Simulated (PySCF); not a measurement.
## Spinor energies of F³⁺ (fluorine, charge +3)

Start: [He] 2s1 2p3; 2s1/2 filled at m_j = +1/2; 2p3/2 filled at m_j = -1/2, +1/2, +3/2. Calculated with PySCF 2.14 in x2c-SVPall-2c with one added diffuse shell of s type (4s2p1d, 15 functions): generalised Hartree-Fock with the X2C-1e Hamiltonian and a Gaussian nucleus; one run each with spin-orbit coupling (SO) switched off, then screened by Boettger's factors. This is a chosen level, not necessarily the ground level.

```json
{"spinor shell": "1s1/2", "electrons": "2", "ε, spin-free (eV)": "-793.44", "ε, screened SO (eV)": "-793.44", "weight of nominal j (screened SO)": "1.000", "rms radius, screened SO (bohr)": "0.204"}
{"spinor shell": "2s1/2", "electrons": "1", "ε, spin-free (eV)": "-112.00", "ε, screened SO (eV)": "-112.00", "weight of nominal j (screened SO)": "1.000", "rms radius, screened SO (bohr)": "0.945"}
{"spinor shell": "2p3/2", "electrons": "3", "ε, spin-free (eV)": "-89.180", "ε, screened SO (eV)": "-89.180", "weight of nominal j (screened SO)": "0.665", "rms radius, screened SO (bohr)": "0.914"}
```

```json
{"quantity": "E (hartree)", "spin-free": "-95.03759", "screened SO": "-95.03760"}
{"quantity": "M_J", "spin-free": "2", "screened SO": "2"}
{"quantity": "⟨J²⟩", "spin-free": "6.000", "screened SO": "6.000"}
{"quantity": "⟨L²⟩", "spin-free": "0.000", "screened SO": "0.000"}
{"quantity": "⟨S²⟩", "spin-free": "6.000", "screened SO": "6.000"}
```

Each row is a mean over spinors that exchange with the open shell spreads, by up to 8.597 eV (1s1/2).

Rows whose weight is well below 1 are mixtures of j = l ± 1/2: exchange outweighs spin-orbit coupling there, and the label is only the starting occupation.

Without spin-orbit coupling the j labels of p, d and f shells carry no meaning; the spin-free column gives the mean over the occupied spinors of each nl shell.
